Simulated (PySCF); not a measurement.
Computed IR spectrum (relative IR intensity) of a molecule C3H6F2Si. Geometry optimised at B3LYP-D3(BJ)/def2-SVP. One conformer was computed; it need not be the lowest. Method: B3LYP-D3(BJ)/def2-SVP (PySCF). Frequencies are harmonic and unscaled.

Lines under 2 % of the strongest are left out, and lines within 2 cm⁻¹ are merged.

```
ν (cm⁻¹)  relative intensity
--------  ------------------
284                      4.1
309                      6.2
437                      3.3
483                      4.4
593                      2.8
671                       16
758                      4.0
909                       33
921                       43
942                      100
955                       47
991                      8.6
1039                     2.9
1084                     7.4
1108                      44
1176                      24
1204                      30
1259                      17
1325                      14
1473                      34
2229                      50
2234                      47
2240                      48
3156                     2.5
3168                     3.6
```

**Question.** Pick the molecule that these values belong to.
A) F[C@@H]1C([SiH3])[C@H]1F
B) F/C=C\[SiH2]CF
C) C[SiH2]/C(F)=C/F
D) C[Si@H](F)/C=C\F

**Answer.** A, F[C@@H]1C([SiH3])[C@H]1F
